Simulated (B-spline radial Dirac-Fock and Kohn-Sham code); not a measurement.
# Internal conversion coefficients of Mn at 18.6 keV

Z = 25 (manganese), transition energy 18.6 keV. Level of theory: a Dirac-Hartree-Slater potential of the neutral atom with a Latter tail (no hole, which puts coefficients of high multipoles low close above an edge), finite nucleus with surface currents; a radial B-spline solver. Subshells that would emit electrons below 1 keV are left out.

```csv
subshell,electron energy (keV),E1,E4,E5,M2,M3
K,12.06,5.43,133000,3.54e+06,151,5170
L1,17.83,0.428,6940,105000,18.8,954
L2,17.95,0.0435,208000,1.65e+07,1.79,140
L3,17.96,0.0803,361000,2.85e+07,3.97,875
M1,18.52,0.0611,998,15200,2.81,148
M2,18.54,0.00579,29400,2.37e+06,0.248,19.8
M3,18.54,0.0107,50800,4.07e+06,0.553,125
M4,18.59,3.47e-05,360,67500,0.000849,0.236
M5,18.59,5.04e-05,502,92500,0.000198,0.163
total,,6.07,792000,5.53e+07,179,7450
```

Q: For a pure M2 transition, what fraction of decays emits a photon?

A: 1/(1 + α) = 0.00555 with the total α = 179; the total includes the outer subshells that are not listed.

Values without a named source are computed, but for edge energies of neutral atoms, which are taken from tables.
